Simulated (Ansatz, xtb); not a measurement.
**C5H8SSi: which of two isomers lies lower**

We compare X, `C#C[Si@@H]1CCCS1`, a singlet, with Y, `Cc1csc([SiH3])c1`, a singlet. Both are isolated molecules in the gas phase, relaxed with B3LYP-D3(BJ)/def2-SVP; the shapes shown needn't be the lowest conformers.

X (Å):

```xyz
15

C     1.9698   -0.6984   -3.0866
C     1.5913   -0.7534   -1.9303
C    -0.8417   -1.2504   -0.0796
C    -1.5797    0.0975   -0.0507
C    -0.9289    1.0395    0.9630
S     0.9153    1.1234    0.7130
Si    1.0022   -0.8359   -0.1924
H     2.3052   -0.6466   -4.1064
H     1.8887   -1.7793    0.5392
H    -1.1745   -1.8914   -0.9105
H    -1.0147   -1.8064    0.8585
H    -2.6459   -0.0344    0.2035
H    -1.5413    0.5622   -1.0502
H    -1.1178    0.7018    1.9940
H    -1.3046    2.0681    0.8665
```

Y (Å):

```xyz
15

C    -0.3401    2.5222   -0.4600
C    -0.3044    1.0764   -0.8692
C    -1.2248    0.4673   -1.6908
C     0.5467   -1.1311   -0.9385
C     0.7040    0.1495   -0.4467
S    -0.8724   -1.2050   -1.9469
Si    1.6491   -2.6050   -0.6210
H    -0.4136    2.6249    0.6355
H    -1.1980    3.0453   -0.9063
H     0.5773    3.0479   -0.7733
H    -2.0969    0.9225   -2.1594
H     2.7293   -2.1658    0.3073
H     2.2594   -3.1111   -1.8852
H     0.8874   -3.7281   -0.0008
H     1.5297    0.4306    0.2113
```

Which of the two would you expect CCSD(T)/def2-SVP + ΔMP2/def2-TZVPP electronic energies to favour?

Structure Y; the calculation gives E(Y) − E(X) = −5.0 kcal/mol.

Level by level:

| level | geometry | E(Y) − E(X) (kcal/mol) | departure from the last row (kcal/mol) | job, with rough time for the two |
| --- | --- | --- | --- | --- |
| GFN2-xTB | GFN2-xTB | −23.4 | −18.5 | optimisation, 0.19 s |
| HF/STO-3G | GFN2-xTB | +0.5 | +5.5 | single point, 0.32 s |
| r2SCAN-D4/def2-SVP | GFN2-xTB | −12.3 | −7.3 | single point, 3.3 s |
| B3LYP-D3(BJ)/def2-SVP | B3LYP-D3(BJ)/def2-SVP | −10.4 | −5.4 | optimisation, 44 s |
| HF/def2-SVP | B3LYP-D3(BJ)/def2-SVP | −2.3 | +2.7 | part of the CCSD(T) run |
| MP2/def2-SVP | B3LYP-D3(BJ)/def2-SVP | −9.9 | −4.9 | part of the CCSD(T) run |
| CCSD(T)/def2-SVP | B3LYP-D3(BJ)/def2-SVP | −8.5 | −3.5 | single point |
| CCSD(T)/def2-SVP + ΔMP2/def2-TZVPP | B3LYP-D3(BJ)/def2-SVP | −5.0 |  | single point, 55 s |

As drawn, Y has 3 C∷C, 2 C∷S, 2 Si–H in place of 1 C≡C, 1 C–Si, 1 C–C, 1 C–S, 1 S–Si, 2 C–H (∷ is an aromatic bond). Structure X has a 5-membered ring, Y a 5-membered ring (with an aromatic ring).

HF/STO-3G puts the two in the other order. The largest departure from CCSD(T)/def2-SVP + ΔMP2/def2-TZVPP is that of GFN2-xTB, 18.5 kcal/mol. The last row adds to CCSD(T) the change of the MP2 difference between the two basis sets, here +3.5 kcal/mol, a large step that makes the value less sure.

With thermal terms from frequencies at re-optimised GFN2-xTB minima (ideal gas, soft modes damped towards free rotors, one conformer each, 298.15 K, 1 atm): the zero-point term adds −3.5 kcal/mol; ΔH is −8.4 and ΔG −8.8 kcal/mol.

The correlated steps freeze 15 core orbitals. Mirror images aren't counted in ΔG. Programs: Ansatz 0.2.0, xtb 6.7.1; the last row on 4 threads of Arm Neoverse V2 on a shared host.
